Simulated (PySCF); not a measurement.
Te(OH)(SiH3) (H4OSiTe), SMILES O[Te][SiH3]. Geometry: r2SCAN-D4/def2-SVP. The def2 effective core potentials stand for the cores of Te; spin–orbit coupling is left out. One conformer was computed; it need not be the lowest.

Computed equilibrium geometry at r2SCAN-D4/def2-SVP (PySCF confirms it by a frequency run) as Cartesian coordinates in Å (one conformer of several):
```xyz
7

Te     0.1030    -0.2810     0.5272
O      0.7762    -1.3877    -1.0380
H      1.6960    -1.1070    -1.1639
Si    -0.7501     1.5137    -1.0048
H     -1.3656     2.5675    -0.1417
H     -1.7685     0.9595    -1.9422
H      0.3731     2.1004    -1.7940
```
